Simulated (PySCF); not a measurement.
An unknown gives this computed stick spectrum. Computed with TDDFT CAM-B3LYP/def2-SVPD, vertical, gas phase, core orbitals frozen in the response in PySCF 2.14.0, density-fitted response routines. Geometries: GFN2-xTB, one conformer each.

```
state  λ (nm)       f
   S1   257.4   0.320
   S2   241.1   0.088
   S3   225.4  0.0000
   S4   209.6  0.0001
   S5   193.8  0.0002
   S6   186.8  0.0010
   S7   186.4  0.0002
   S8   181.8   0.082
```

Triplets computed (Tamm–Dancoff): 3.09, 3.96, 5.08 eV.

Task: Which candidate is it?
A. `O=C(F)c1ccc(O)cc1`
B. `C#CC1=COC(CF)=CO1`
C. `O=C(F)C1=C(F)C=C(Cl)S1`

Result: C. Its S1 lies at 4.82 eV; the nearest of the others has S1 at 5.13 eV. S1 is HOMO→LUMO (96%). Löwdin shares by element: HOMO carbon 54% or more, chlorine 17% (atoms not listed hold the other 30%); LUMO carbon 45% or more, sulfur 14% (atoms not listed hold the other 41%). At the same level the other candidates give, for their lowest levels:
- `C#CC1=COC(CF)=CO1`: 316 nm (f 0.018); 257 nm (f 0.003); 219 nm (f 0.004); 205 nm (f 0.000); 204 nm (f 0.128); T1 2.76 eV; HOMO -7.23, LUMO -0.01 eV
- `O=C(F)c1ccc(O)cc1`: 242 nm (f 0.001); 237 nm (f 0.350); 223 nm (f 0.000); 196 nm (f 0.260); 193 nm (f 0.000); T1 3.59 eV; HOMO -8.59, LUMO -0.75 eV

Conformer computed: `[O:1]=[C:2]([F:3])[c:4]1[s:5][c:6]([Cl:7])[cH:8][c:9]1[F:10]`: O1–C2–C4–S5 0°.
